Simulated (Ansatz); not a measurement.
Input for Ansatz (an electronic-structure program): U-B3LYP/def2-TZVPP on HI, a point of a bond scan (R = 1.615 Å). Elements past Kr take the def2 small-core potentials; no spin–orbit coupling.

Ansatz 0.2 input:
```yaml
crystal:
  periodic: [false, false, false]
  atoms:
    - {symbol: I, position_ang: [-0.00000000, -0.00000000, -0.02991592]}
    - {symbol: H, position_ang: [0.00000000, 0.00000000, 1.58554368]}
basis:
  gaussian:
    orbitals: def2-TZVPP
hamiltonian:
  xc: {name: B3LYP}
magnetization: {spin_polarized: true, initial_magnetization: 0}
```

It printed:

```
WARN ansatz: RAYON_NUM_THREADS=1 ignored (pool sized by the plan → 1); use --threads N
Functional definition: B3LYP
integrals: 0.01 GiB planned
470 factors; their error is unknown
mean field: 0.17 GiB planned
mean field evaluation 1: about -8119.7381 eV, gradient 3.3e0 eV
mean field evaluation 2: about -8119.7681 eV, gradient 3.4e0 eV
mean field evaluation 4: about -8119.8048 eV, gradient 2.3e-1 eV
mean field evaluation 8: about -8120.0347 eV, gradient 2.2e-2 eV
mean field -8120.03472919 eV, -298.4057723404 hartree, gradient 2.1e-5 eV, S^2 0.000000; 0 other end points of the search recorded, 0 dependent functions left out
reference -8120.03489688 eV, -298.4057785029 hartree; 13, 13 occupied and 51, 51 virtual orbitals, 470 factors
Total energy: -8120.03489688 eV, -298.4057785029 hartree
```

Self-consistency was reached.

Cost: roughly 0.6 core-seconds.
